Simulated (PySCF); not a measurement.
Computed with B3LYP-D3(BJ)/def2-TZVP in PySCF 2.14.0. Isolated molecules, 0 K electronic values unless said otherwise. B3LYP has the VWN-RPA correlation part, as in Gaussian. Excitations are Tamm–Dancoff values on a coarser integration grid. The basis has no diffuse functions, so Rydberg states are missing or too high.

Reference species (SMILES): `[SiH](F)(F)F` (neutral, multiplicity 1).

```
Item                                            Value
-------------------------------------------  --------
brightest of the four lowest singlets (TDA)  11.17 eV
dipole moment                                  1.34 D
HOMO–LUMO gap                                11.75 eV
```

Changed species: `F[SiH2]F` (2 of 4 H replaced by F; the reference has 3 of 4 H replaced by F).

Q: What does the change do to the brightest of the four lowest singlets (TDA), dipole moment and HOMO–LUMO gap?

A: the brightest of the four lowest singlets (TDA) falls by 0.47 eV, to 10.70 eV; the dipole moment rises by 0.17 D, to 1.51 D; the HOMO–LUMO gap falls by 2.00 eV, to 9.75 eV.
